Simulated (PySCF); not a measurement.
Molecule: SMILES C[Si](C)S[Si](C)(C)C, doublet. Atoms near the plane z = 1.2 Å, at the GFN2-xTB optimised geometry (x, y, z in Å): Si2 (1.2, -1.6, 0.0), C3 (3.1, -1.6, 0.0), S4 (0.6, 0.5, 0.0), Si5 (-1.3, 0.5, 1.1), C6 (-2.5, -0.7, 0.3), C8 (-2.0, 2.3, 1.0), H12 (3.5, -1.1, 0.9), H13 (3.5, -2.6, 0.0), H15 (-2.2, -1.8, 0.4), H17 (-3.5, -0.7, 0.7), H21 (-2.9, 2.4, 1.6), H22 (-1.3, 3.0, 1.4), H23 (-2.2, 2.6, 0.0).

Level of theory: unrestricted CAM-B3LYP/def2-SVP run with PySCF 2.14.0. Cells within 0.4 Å of a nucleus heavier than hydrogen are left out (blank, or x). The values are rescaled to run from 0 to 1.

```
|00000000000000000000000000000|
|00000000000000000000000000000|
|00000000001000000000000000000|
|00000001222221000000000000000|
|00000123344442100000000000000|
|00001334556654200000000000000|
|00012456678865310000000000000|
|00013567888875311000000000000|
|000245788x8764322210000000000|
|000135788x8764444331000000000|
|00013456788765555443100000000|
|00002345677766666543200000000|
|00012345679x76666654210000000|
|0012344567xx87666654322210000|
|00234566678876666554333332100|
|00245666777665555554445553200|
|00246677666555555554456764310|
|00245666665444455655567765310|
|00124455655434456665566664310|
|00012344554333456655555553210|
|00001233443223455554444443200|
|00000012222123344444333332100|
|00000001110012233333223321000|
|00000000000001122222111110000|
|00000000000000011111000000000|
|00000000000000000000000000000|
|00000000000000000000000000000|
|00000000000000000000000000000|
|00000000000000000000000000000|
```
Scale: ten equal steps from 0.000 (start of '0') to 1.00 (end of '9'), in the order '0123456789'; x runs from -5.50 to 5.50, y from -5.50 (bottom) to 5.50 (top).

**Question.** Which quantity is mapped?
(A) spin density
(B) Laplacian of the electron density
(C) an orbital amplitude
(D) log10 of the electron density

**Answer.** D, log10 of the electron density. In full: log10 of the electron density (e/bohr³), floored at −4.
